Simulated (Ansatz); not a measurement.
A short molecular-dynamics run on C2Br4, SMILES `BrC(Br)=C(Br)Br`.

```yaml
crystal:
  periodic: [false, false, false]
  atoms:
    - {symbol: Br, position_ang: [-1.097117, -1.837897, -0.836104]}
    - {symbol: C, position_ang: [-0.632701, -0.209306, -0.047952]}
    - {symbol: Br, position_ang: [-2.074536, 0.788665, 0.595738]}
    - {symbol: C, position_ang: [0.632705, 0.209308, 0.047950]}
    - {symbol: Br, position_ang: [2.074539, -0.788665, -0.595738]}
    - {symbol: Br, position_ang: [1.097120, 1.837896, 0.836105]}
basis:
  gaussian: {orbitals: def2-SVP}
hamiltonian: {xc: {name: PBE}, dispersion: d4}
md: {timestep: 0.5 fs, n_steps: 20, ensemble: nvt_nose_hoover, temperature: 300, initial_velocities: maxwell_boltzmann, seed: 918}
```

```sh
$ ansatz run in.yaml --threads 2 --pin off --events-out ev --progress --plain --max-ram 32768MiB --backend cpu
```

| step | time (fs) | potential energy (eV) | kinetic (eV) | T (K) | conserved (eV) |
| --- | --- | --- | --- | --- | --- |
| 0 | 0.0 | -282178.5642 | 0.1551 | 300 | -282178.4091 |
| 1 | 0.5 | -282178.5595 | 0.1504 | 291 | -282178.4091 |
| 2 | 1.0 | -282178.5549 | 0.1458 | 282 | -282178.4091 |
| 3 | 1.5 | -282178.5506 | 0.1416 | 274 | -282178.4090 |
| 4 | 2.0 | -282178.5470 | 0.1380 | 267 | -282178.4090 |
| 5 | 2.5 | -282178.5444 | 0.1354 | 262 | -282178.4090 |
| 6 | 3.0 | -282178.5429 | 0.1339 | 259 | -282178.4090 |
| 7 | 3.5 | -282178.5425 | 0.1335 | 258 | -282178.4090 |
| 8 | 4.0 | -282178.5430 | 0.1340 | 259 | -282178.4090 |
| 9 | 4.5 | -282178.5444 | 0.1353 | 262 | -282178.4091 |
| 10 | 5.0 | -282178.5462 | 0.1371 | 265 | -282178.4091 |
| 11 | 5.5 | -282178.5482 | 0.1391 | 269 | -282178.4091 |
| 12 | 6.0 | -282178.5500 | 0.1409 | 273 | -282178.4091 |
| 13 | 6.5 | -282178.5513 | 0.1422 | 275 | -282178.4091 |
| 14 | 7.0 | -282178.5519 | 0.1428 | 276 | -282178.4091 |
| 15 | 7.5 | -282178.5516 | 0.1425 | 276 | -282178.4091 |
| 16 | 8.0 | -282178.5503 | 0.1412 | 273 | -282178.4091 |
| 17 | 8.5 | -282178.5480 | 0.1390 | 269 | -282178.4091 |
| 18 | 9.0 | -282178.5449 | 0.1359 | 263 | -282178.4091 |
| 19 | 9.5 | -282178.5411 | 0.1321 | 256 | -282178.4091 |
| 20 | 10.0 | -282178.5370 | 0.1280 | 248 | -282178.4091 |

Velocities are drawn at the set temperature; a run this short doesn't reach equilibrium.

Frames (Å, forces in eV/Å):

```xyz
6
time=0.0 fs
Br   -1.097   -1.838   -0.836   -0.117   -0.398   -0.193
C    -0.633   -0.209   -0.048   -1.060   -0.351   -0.080
Br   -2.075    0.789    0.596   -0.355    0.242    0.157
C     0.633    0.209    0.048    1.060    0.351    0.080
Br    2.075   -0.789   -0.596    0.355   -0.242   -0.157
Br    1.097    1.838    0.836    0.117    0.398    0.193
6
time=0.5 fs
Br   -1.097   -1.838   -0.837   -0.113   -0.397   -0.194
C    -0.632   -0.209   -0.050   -1.246   -0.384   -0.074
Br   -2.075    0.788    0.596   -0.352    0.239    0.152
C     0.630    0.211    0.048    1.259    0.374    0.075
Br    2.073   -0.788   -0.595    0.349   -0.238   -0.156
Br    1.099    1.838    0.836    0.103    0.407    0.197
6
time=1.0 fs
Br   -1.097   -1.838   -0.837   -0.111   -0.396   -0.196
C    -0.631   -0.209   -0.052   -1.403   -0.410   -0.066
Br   -2.075    0.787    0.596   -0.350    0.236    0.147
C     0.627    0.213    0.048    1.429    0.389    0.067
Br    2.072   -0.787   -0.594    0.345   -0.236   -0.155
Br    1.100    1.838    0.835    0.090    0.417    0.203
6
time=1.5 fs
Br   -1.096   -1.838   -0.837   -0.109   -0.397   -0.199
C    -0.631   -0.208   -0.053   -1.527   -0.424   -0.056
Br   -2.075    0.786    0.597   -0.350    0.234    0.144
C     0.625    0.214    0.048    1.566    0.394    0.058
Br    2.071   -0.787   -0.593    0.343   -0.234   -0.155
Br    1.102    1.838    0.834    0.077    0.428    0.209
6
time=2.0 fs
Br   -1.096   -1.838   -0.838   -0.108   -0.400   -0.202
C    -0.631   -0.208   -0.055   -1.614   -0.428   -0.044
Br   -2.076    0.786    0.597   -0.352    0.233    0.141
C     0.622    0.216    0.047    1.666    0.387    0.046
Br    2.069   -0.786   -0.592    0.343   -0.233   -0.157
Br    1.103    1.838    0.834    0.065    0.441    0.216
6
time=2.5 fs
Br   -1.096   -1.838   -0.838   -0.108   -0.404   -0.207
C    -0.631   -0.208   -0.057   -1.660   -0.418   -0.029
Br   -2.076    0.785    0.597   -0.355    0.233    0.138
C     0.621    0.218    0.047    1.724    0.368    0.032
Br    2.068   -0.786   -0.591    0.344   -0.233   -0.158
Br    1.105    1.838    0.833    0.054    0.455    0.223
6
time=3.0 fs
Br   -1.095   -1.838   -0.839   -0.108   -0.410   -0.212
C    -0.631   -0.208   -0.059   -1.665   -0.395   -0.011
Br   -2.076    0.784    0.597   -0.361    0.235    0.137
C     0.619    0.220    0.047    1.741    0.335    0.015
Br    2.067   -0.785   -0.590    0.348   -0.235   -0.161
Br    1.107    1.838    0.833    0.045    0.471    0.232
6
time=3.5 fs
Br   -1.095   -1.839   -0.839   -0.110   -0.418   -0.217
C    -0.632   -0.208   -0.061   -1.627   -0.359    0.010
Br   -2.077    0.783    0.598   -0.368    0.237    0.136
C     0.618    0.222    0.047    1.715    0.290   -0.005
Br    2.066   -0.785   -0.589    0.354   -0.238   -0.165
Br    1.108    1.838    0.832    0.036    0.489    0.241
6
time=4.0 fs
Br   -1.095   -1.839   -0.840   -0.112   -0.427   -0.224
C    -0.634   -0.208   -0.062   -1.550   -0.310    0.034
Br   -2.077    0.783    0.598   -0.377    0.241    0.136
C     0.617    0.224    0.047    1.649    0.231   -0.028
Br    2.065   -0.784   -0.588    0.363   -0.243   -0.169
Br    1.110    1.838    0.832    0.027    0.508    0.250
6
time=4.5 fs
Br   -1.095   -1.839   -0.840   -0.115   -0.437   -0.231
C    -0.635   -0.209   -0.064   -1.435   -0.249    0.061
Br   -2.077    0.782    0.598   -0.389    0.246    0.137
C     0.617    0.226    0.047    1.545    0.162   -0.053
Br    2.063   -0.783   -0.587    0.373   -0.249   -0.174
Br    1.111    1.838    0.831    0.020    0.528    0.261
6
time=5.0 fs
Br   -1.094   -1.839   -0.841   -0.118   -0.449   -0.238
C    -0.637   -0.209   -0.066   -1.287   -0.178    0.089
Br   -2.078    0.781    0.598   -0.401    0.251    0.139
C     0.617    0.228    0.047    1.407    0.081   -0.081
Br    2.062   -0.783   -0.586    0.385   -0.256   -0.181
Br    1.113    1.838    0.831    0.014    0.550    0.272
6
time=5.5 fs
Br   -1.094   -1.839   -0.841   -0.122   -0.462   -0.246
C    -0.639   -0.209   -0.068   -1.110   -0.098    0.120
Br   -2.078    0.780    0.599   -0.416    0.258    0.141
C     0.617    0.230    0.047    1.241   -0.007   -0.110
Br    2.061   -0.782   -0.585    0.399   -0.264   -0.187
Br    1.114    1.838    0.830    0.008    0.573    0.283
6
time=6.0 fs
Br   -1.094   -1.839   -0.842   -0.127   -0.475   -0.254
C    -0.641   -0.210   -0.070   -0.912   -0.012    0.151
Br   -2.078    0.780    0.599   -0.431    0.266    0.144
C     0.617    0.233    0.047    1.052   -0.101   -0.141
Br    2.060   -0.782   -0.584    0.415   -0.274   -0.195
Br    1.116    1.838    0.830    0.003    0.597    0.295
6
time=6.5 fs
Br   -1.093   -1.840   -0.842   -0.131   -0.489   -0.262
C    -0.644   -0.210   -0.071   -0.697    0.078    0.183
Br   -2.079    0.779    0.599   -0.448    0.274    0.148
C     0.618    0.235    0.047    0.846   -0.199   -0.173
Br    2.059   -0.781   -0.583    0.432   -0.285   -0.203
Br    1.118    1.838    0.829   -0.001    0.621    0.307
6
time=7.0 fs
Br   -1.093   -1.840   -0.843   -0.137   -0.502   -0.270
C    -0.646   -0.210   -0.073   -0.471    0.170    0.215
Br   -2.079    0.778    0.600   -0.465    0.283    0.152
C     0.619    0.237    0.046    0.629   -0.299   -0.204
Br    2.057   -0.781   -0.582    0.450   -0.296   -0.212
Br    1.119    1.838    0.829   -0.005    0.644    0.319
6
time=7.5 fs
Br   -1.093   -1.840   -0.843   -0.142   -0.516   -0.278
C    -0.649   -0.211   -0.075   -0.242    0.261    0.246
Br   -2.080    0.778    0.600   -0.484    0.293    0.157
C     0.620    0.239    0.046    0.407   -0.397   -0.234
Br    2.056   -0.780   -0.581    0.469   -0.309   -0.222
Br    1.121    1.838    0.828   -0.009    0.668    0.330
6
time=8.0 fs
Br   -1.093   -1.840   -0.844   -0.147   -0.528   -0.285
C    -0.652   -0.211   -0.076   -0.014    0.349    0.276
Br   -2.080    0.777    0.600   -0.502    0.303    0.162
C     0.621    0.241    0.046    0.185   -0.491   -0.263
Br    2.055   -0.780   -0.580    0.489   -0.323   -0.231
Br    1.122    1.839    0.828   -0.012    0.690    0.341
6
time=8.5 fs
Br   -1.092   -1.841   -0.844   -0.152   -0.539   -0.291
C    -0.655   -0.211   -0.078    0.209    0.432    0.304
Br   -2.081    0.776    0.601   -0.520    0.314    0.167
C     0.622    0.243    0.046   -0.030   -0.581   -0.289
Br    2.054   -0.779   -0.579    0.510   -0.337   -0.242
Br    1.124    1.839    0.827   -0.016    0.710    0.351
6
time=9.0 fs
Br   -1.092   -1.841   -0.845   -0.157   -0.548   -0.297
C    -0.657   -0.211   -0.080    0.420    0.509    0.329
Br   -2.081    0.776    0.601   -0.538    0.324    0.173
C     0.623    0.245    0.045   -0.236   -0.662   -0.313
Br    2.053   -0.779   -0.578    0.531   -0.352   -0.252
Br    1.125    1.839    0.827   -0.020    0.729    0.360
6
time=9.5 fs
Br   -1.092   -1.841   -0.845   -0.162   -0.555   -0.301
C    -0.660   -0.211   -0.081    0.618    0.577    0.350
Br   -2.081    0.775    0.601   -0.556    0.335    0.178
C     0.624    0.246    0.045   -0.428   -0.735   -0.333
Br    2.052   -0.778   -0.577    0.552   -0.367   -0.263
Br    1.127    1.839    0.827   -0.024    0.745    0.368
6
time=10.0 fs
Br   -1.092   -1.842   -0.846   -0.166   -0.560   -0.305
C    -0.663   -0.211   -0.082    0.798    0.636    0.369
Br   -2.082    0.775    0.602   -0.572    0.345    0.184
C     0.625    0.248    0.044   -0.603   -0.797   -0.350
Br    2.051   -0.778   -0.576    0.573   -0.383   -0.273
Br    1.129    1.839    0.826   -0.029    0.759    0.375
```

Run time 65 s (2 threads of an AMD EPYC 7R13 on a shared host); peak host memory 0.52 GiB.
